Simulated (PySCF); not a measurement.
System: sum formula H₃SiO₂F₂, charge 1, multiplicity 1. It need not be the lowest isomer of its formula. 
Coordinates optimised at B3LYP-D3(BJ)/def2-TZVP (Ansatz):
SMILES: F[Si](F)([OH2+])O
```xyz
8

O      0.9701    -1.2892    -0.0004
Si     0.1782     0.0725     0.0248
O     -1.4577    -0.5790    -0.2130
F     -0.0009     0.8220     1.3722
F      0.3782     1.0682    -1.1486
H      1.8955    -1.4543    -0.2131
H     -1.6069    -1.5024    -0.4859
H     -2.2789    -0.1242     0.0470
```
Charge +1, spin multiplicity 1.

Dispersion corrections to the total energy (kcal/mol) from the dftd3 and dftd4 libraries through PySCF: D3(BJ) without and D4 with the three-body term, each with the damping fitted for the functional named.

```tsv
functional	D3(BJ)	D4
HSE06	(withheld)	-2.23
TPSSh	-3.34	-3.56
BP86	-4.63	-3.81
PBE	-2.91	-2.92
r2SCAN	(withheld)	-0.68
HF	(withheld)	-11.10
BHLYP	-4.06	-3.44
```

Question: What belongs in the gaps?

Answer: 
- HSE06, D3(BJ): -1.85
- r2SCAN, D3(BJ): -0.77
- HF, D3(BJ): -24.79
